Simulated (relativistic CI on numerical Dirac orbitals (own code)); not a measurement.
Calculated at this level of theory: Dirac-Coulomb-Breit CI, separate exchange-only KLI orbitals for each configuration, a model potential for QED, unscaled Slater integrals (own radial code, finite nucleus).

CI space (outside the closed core 1s2): 2s²2p⁶, 2s²2p⁵3s, 2s²2p⁵3p, 2s²2p⁵3d, 2s2p⁶3s, 2s2p⁶3p, 2s2p⁶3d, 2s²2p⁵4s, 2s²2p⁵4p, 2s²2p⁵4d, 2s²2p⁵4f, 2s²2p⁴3s², 2s²2p⁴3s3p, 2s2p⁶4s, 2s²2p⁵5s, 2s²2p⁵5p, 2s2p⁶4p, 2s²2p⁴3s3d, 2s²2p⁵5d, 2s²2p⁴3p², 2s²2p⁵5f, 2s²2p⁵5g, 2s2p⁶4d, 2s2p⁶4f, 2s²2p⁴3p3d, 2s2p⁵3s², 2s²2p⁴3d², 2s2p⁵3s3p, 2s2p⁵3s3d, 2s2p⁵3p², 2s2p⁶5s, 2s2p⁵3p3d, 2s2p⁶5p, 2s2p⁶5d, 2s2p⁶5f, 2s2p⁶5g. Levels of other configurations are missing.

At this charge energies of transitions that change n are usually good to better than 1 %, and those within a shell (Δn = 0) to a few per cent.

Outline of the computed level scheme of Os LXVII. Lowest level of each configuration: 2s²2p⁶ ¹S0 at 0.0 eV; 2s²2p⁵3s ³P°2 at 8767.4 eV; 2s²2p⁵3p ³P1 at 8922.9 eV; 2s²2p⁵3d ³P°0 at 9518.0 eV; 2s2p⁶3s ³S1 at 10837.4 eV; 2s2p⁶3p ³P°1 at 10999.8 eV; 2s2p⁶3d ³D1 at 11603.7 eV; 2s²2p⁵4s ³P°2 at 12313.4 eV; 2s²2p⁵4p ³P1 at 12377.5 eV.

Some strong electric-dipole decays among the lowest 45 levels: 2s²2p⁵3d ¹P°1 → 2s²2p⁶ ¹S0 (3.1e+15 s⁻¹); 2s²2p⁵3d ³D°1 → 2s²2p⁶ ¹S0 (1.7e+15 s⁻¹); 2s2p⁶3p ³P°1 → 2s²2p⁶ ¹S0 (6.7e+14 s⁻¹); 2s2p⁶3p ¹P°1 → 2s²2p⁶ ¹S0 (5.0e+14 s⁻¹); 2s²2p⁵3s ¹P°1 → 2s²2p⁶ ¹S0 (1.8e+14 s⁻¹); 2s²2p⁵3d ³P°1 → 2s²2p⁶ ¹S0 (1.0e+14 s⁻¹); 2s²2p⁵4p ³P1 → 2s²2p⁵3s ³P°2 (6.3e+13 s⁻¹); 2s²2p⁵4s ¹P°1 → 2s²2p⁶ ¹S0 (6.2e+13 s⁻¹).

LS names give the leading component of a level, which can be under half, so a name can repeat, a term be missing and a line seem to break the LS rules.
